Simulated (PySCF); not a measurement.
# Argon: a sound run and one with changed settings

Sound run: Ar⁺ [Ne] 3s2 3p5, Ar²⁺ [Ne] 3s2 3p4. Calculation: PySCF 2.14, in 6-31G* (4s3p1d, 18 functions); the non-relativistic Hamiltonian (point nucleus). The sound run starts from symmetry-adapted Hartree-Fock orbitals and uses a fine grid where one is needed.

Changed run: radial step 0.3 in ln r (0.13 in the sound run). This setting is unsound on purpose.

```tsv
species	method	sound run (hartree)	changed run (hartree)	converged
Ar⁺	UHF	-526.23345	-526.23345	yes
Ar⁺	B3LYP	-526.93306	-526.93344	yes
Ar⁺	MN15	-526.81002	-526.79598	yes
Ar²⁺	UHF	-525.26382	-525.26382	yes
Ar²⁺	B3LYP	-525.91359	-525.91361	yes
Ar²⁺	MN15	-525.78715	-525.77542	yes
```

Ionisation energy of Ar⁺:

| method | sound run (eV) | changed run (eV) |
| --- | --- | --- |
| UHF | 26.385 | 26.385 |
| B3LYP | 27.741 | 27.751 |
| MN15 | 27.834 | 27.771 |

A coarse radial grid mis-integrates the density and the exchange-correlation energy, with errors of either sign; Hartree-Fock needs no grid.

For comparison, NIST gives 27.630 eV between the lowest levels.
